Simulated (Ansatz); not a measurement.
ClSi, SMILES [Si]Cl (connectivity only; charge and spin as stated), neutral, multiplicity 2.

Geometry optimised at B3LYP-D3(BJ)/def2-TZVPD.

Two levels are set side by side: PBE/def2-TZVPD (Ansatz, a quantum-chemistry and plane-wave program) and PBE0/def2-TZVPD (Ansatz). Energy differences of separate SCF runs at the same geometry; the states with an electron removed or added have multiplicity 1 and 3. Differences are taken from unrounded values.

```tsv
quantity	PBE0
vertical ionisation energy (eV)	7.61
vertical electron affinity (eV)	1.12
```

Problem. What does PBE give, and how far is it from PBE0? (Estimate from the structure and the level; the computed values follow.)

Solution. 
```tsv
quantity	PBE	PBE minus PBE0
vertical ionisation energy (eV)	7.47	-0.14
vertical electron affinity (eV)	1.05	-0.07
```
